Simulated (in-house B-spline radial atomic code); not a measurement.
# RPA and G0W0 on SCAN: Nb⁸⁺

Configuration [Ar] 3d10 4s2 4p3, highest spin, mean-field start SCAN. Computed with an all-electron radial atomic-structure program (B-spline basis): all electrons, non-relativistic, point nucleus, each spin shell either full or empty, empty states to l = 9 with an (l + 1/2)⁻⁴ tail; G0W0 by contour deformation at full frequency.

Without relativity these are model numbers: it shifts the levels of so heavy an element strongly and can reorder them.

Command:
```bash
python run_gw.py task.json out
```
Settings (radii: box in bohr, nucleus in fm):
```
Z                        41
electrons                33
configuration            [Ar] 3d10 4s2 4p3
hamiltonian              nr
method                   scan,scan
lmax                     9
spin_polarised           True
box_radius               7.7
intervals                50
```

Cost of the run: 3.8 s on 1 thread of Arm Neoverse N1, on a shared host.

Energies (hartree):

```json
{"term": "mean-field total", "value": "-3737.71494"}
{"term": "Hartree-Fock functional on these orbitals", "value": "-3735.77980"}
{"term": "direct second order", "value": "-2.7486"}
{"term": "second-order exchange", "value": "0.80526"}
{"term": "SOSEX correction", "value": "0.75265"}
```

(1) What is the RPA correlation energy, and what remains with SOSEX?

Quasi-particle levels (eV):

```json
{"level": "4p up", "occupied": "yes", "mean field": "-151.45", "Σx - vxc": "-8.24", "Σc": "?", "QP weight": "?", "G0W0": "?"}
{"level": "4s down", "occupied": "yes", "mean field": "-169.34", "Σx - vxc": "-5.57", "Σc": "-3.41", "QP weight": "0.967", "G0W0": "-178.33"}
{"level": "3d down", "occupied": "yes", "mean field": "-332.73", "Σx - vxc": "-25.12", "Σc": "5.05", "QP weight": "0.953", "G0W0": "-352.80"}
{"level": "4p down", "occupied": "no", "mean field": "-144.39", "Σx - vxc": "10.48", "Σc": "-3.10", "QP weight": "0.964", "G0W0": "-137.02"}
```

G0W0 = mean field + (Σx - vxc) + Σc, with Σc (partial-wave tail included) taken at the quasi-particle energy. Only the outer levels were computed. Levels of low weight are left out.

(2) Where does G0W0 put 4p up?

Answers

(1) RPA gives -2.4626 hartree (-2.03 eV per electron); RPA + SOSEX gives -1.7099, and the second-order doubles -1.9433 hartree (no singles). SOSEX takes back 31 % of the RPA value.

(2) At -160.30 eV, with Σc = -0.61 eV and a quasi-particle weight of 0.964. The tabulated removal energy is 159.2 ± 0.7 eV (NIST, semi-empirical); the calculation leaves out relativity, Breit and QED terms, and what these don't explain is the method's own error.
